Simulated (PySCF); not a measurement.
**Dipole polarisabilities along the 3d series**

Calculated with PySCF 2.14 for the ground configurations, without spin-orbit coupling: coupled response for Hartree-Fock and DFT. Mean α in bohr³, C₆ of like pairs in atomic units.

| species | α UHF | α PBE | α PBE0 | α recommended (Schwerdtfeger and Nagle) | C₆ UHF | C₆ PBE | C₆ PBE0 |
| --- | --- | --- | --- | --- | --- | --- | --- |
| Sc [Ar] 3d1 4s2 (def2-QZVPPD, non-relativistic) | n/a | 125.8 | 130.5 | 97 ± 10 | n/a | 1535 | 1651 |
| Ti [Ar] 3d2 4s2 (def2-QZVPPD, non-relativistic) | 161.9 | 106.4 | 111.6 | 87 ± 10 | 1781 | 1229 | 1312 |
| V [Ar] 3d3 4s2 (def2-QZVPPD, non-relativistic) | 132.7 | 93.25 | 98.07 | 87 ± 10 | 1451 | 997.6 | 1070 |
| Cr [Ar] 3d5 4s1 (def2-QZVPPD, non-relativistic) | 111.7 | 68.87 | 75.19 | 83 ± 12 | 1002 | 518.4 | 590.7 |
| Mn [Ar] 3d5 4s2 (def2-QZVPPD, non-relativistic) | 105.8 | 75.72 | 79.80 | 68 ± 9 | 1052 | 722.8 | 774.9 |
| Fe [Ar] 3d6 4s2 (def2-QZVPPD, non-relativistic) | 85.58 | 63.52 | 67.20 | 62 ± 4 | 822.6 | 572.2 | 615.0 |
| Co [Ar] 3d7 4s2 (def2-QZVPPD, non-relativistic) | 73.67 | 55.46 | 58.89 | 55 ± 4 | 680.6 | 473.2 | 511.4 |
| Ni [Ar] 3d8 4s2 (def2-QZVPPD, non-relativistic) | 65.28 | 49.37 | 52.53 | 49 ± 3 | 576.7 | 400.1 | 433.3 |
| Cu [Ar] 3d10 4s1 (def2-QZVPPD, non-relativistic) | 77.80 | 44.15 | 48.85 | 46.5 ± 0.5 | 560.1 | 282.0 | 315.6 |
| Zn [Ar] 3d10 4s2 (def2-QZVPPD, non-relativistic) | 53.97 | 40.75 | 43.44 | 38.67 ± 0.3 | 435.7 | 300.5 | 326.3 |

Hartree-Fock lacks correlation. All values carry a basis error.
